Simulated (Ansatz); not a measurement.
`C[N](C)[GaH][Br]`, relaxed with RKS PBE0-D4/def2-TZVP in Ansatz from a GFN2-xTB geometry. The force threshold is 0.005 eV/Å; the program also tests the step.

Total charge 0; spin multiplicity 1.

Start:

```xyz
12

C    -0.602   -1.275   -0.203
N     0.001    0.029    0.007
C     0.713    0.533   -1.153
Ga   -0.047    1.003    1.557
Br   -1.126    0.175    3.370
H     0.161   -2.033   -0.420
H    -1.308   -1.249   -1.042
H    -1.147   -1.578    0.698
H     1.528   -0.143   -1.442
H     1.140    1.513   -0.913
H     0.038    0.647   -2.010
H     0.650    2.378    1.551
```

(1) How much energy does the relaxation release, and in how many steps? (An estimate is asked.)

(2) Which bonds change most? (Estimate.)

(3) Give the relaxed structure. (Best estimate.)

## Answers

(1) The calculation gave: 0.04 eV, in 6 steps.

(2) Computed: Ga4–Br5 from 2.267 to 2.295 Å; N2–Ga4 from 1.832 to 1.808 Å; C1–N2 from 1.452 to 1.440 Å; N2–C3 from 1.451 to 1.441 Å.

(3) Computed: 
```xyz
12

C    -0.592   -1.241   -0.165
N     0.024    0.049    0.005
C     0.713    0.518   -1.171
Ga   -0.031    1.029    1.524
Br   -1.185    0.078    3.265
H     0.154   -2.008   -0.417
H    -1.332   -1.225   -0.977
H    -1.100   -1.551    0.749
H     1.515   -0.172   -1.468
H     1.163    1.498   -0.997
H     0.029    0.610   -2.026
H     0.642    2.415    1.677
```
